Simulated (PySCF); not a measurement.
A PySCF script (with the pyscf-properties extension) for the NMR shieldings of SMILES C=[CH][Ge@H]([NH2])[S][GeH3], C$_{2}$H$_{9}$Ge$_{2}$NS, on a GFN2-xTB geometry:

```python
import basis_set_exchange as bse
import numpy as np
from pyscf import gto, dft
from pyscf.prop import nmr

atoms = """
C    -1.668450   -1.467306   -0.534227
C    -0.895026   -0.988350    0.424077
Ge   -0.421333    0.909157    0.565972
N    -1.565202    1.903394   -0.439992
S     1.581901    1.351271   -0.320904
Ge    2.663588   -0.414424    0.401336
H    -1.905599   -2.517310   -0.623411
H    -2.099550   -0.808854   -1.272199
H    -0.458312   -1.656068    1.157828
H    -0.364413    1.312329    2.049931
H    -1.201158    2.783695   -0.778600
H    -2.488850    2.059082   -0.062526
H     2.240981   -1.667139   -0.314613
H     4.113931   -0.155368    0.136288
H     2.463079   -0.636120    1.876884
"""
names = dict.fromkeys(["C", "Ge", "N", "S", "H"], "pcSseg-1")
basis = {el: gto.basis.parse(bse.get_basis(n, elements=[el], fmt="nwchem")) for el, n in names.items()}
mol = gto.M(atom=atoms, basis=basis, charge=0, verbose=0)
mf = dft.RKS(mol, xc="PBE0")
mf.grids.level = 2
mf.grids.alignment = dft.numint.BLKSIZE   # the property module wants whole blocks of grid points
mf.conv_tol = 1e-9
mf.kernel()

calc = nmr.RKS(mf)   # GIAO
C = mf.mo_coeff
Co = C[:, mf.mo_occ > 0]
resp = mf.gen_response(singlet=True, hermi=2)
def vind(x):   # induced exchange potential for any number of trial vectors
    d = np.einsum("pi,xij,qj->xpq", C, 2 * x.reshape(-1, C.shape[1], Co.shape[1]), Co, optimize=True)
    return np.einsum("xpq,pi,qj->xij", resp(d - d.transpose(0, 2, 1)), C, Co, optimize=True).ravel()
mo1, _ = nmr.rhf.solve_mo1(calc, with_cphf=vind)
sigma = calc.kernel(mo1)
for i, s in enumerate(sigma):   # ppm
    print("%2d %-2s %9.2f" % (i, mol.atom_pure_symbol(i), np.trace(s) / 3))
```

Problem. Give the expected output.

Solution. 
```
 0 C      44.13
 1 C      43.10
 2 Ge   1324.56
 3 N     259.99
 4 S     809.19
 5 Ge   1505.74
 6 H      25.02
 7 H      25.05
 8 H      25.19
 9 H      25.56
10 H      31.39
11 H      31.84
12 H      27.24
13 H      27.37
14 H      27.29
```

These numbers come from an equivalent density-fitted implementation of the same equations, which agrees with the script to about 0.01 ppm for H and up to a few tenths of a ppm for heavy atoms, so last digits may differ.

Relativistic effects, spin–orbit coupling among them, are left out; they matter for Ge and for the light atoms bonded to it.

Size and cost of the density-fitted run: 202 basis functions, 38 s wall time on 1 thread of an x86-64 server CPU, shared host.
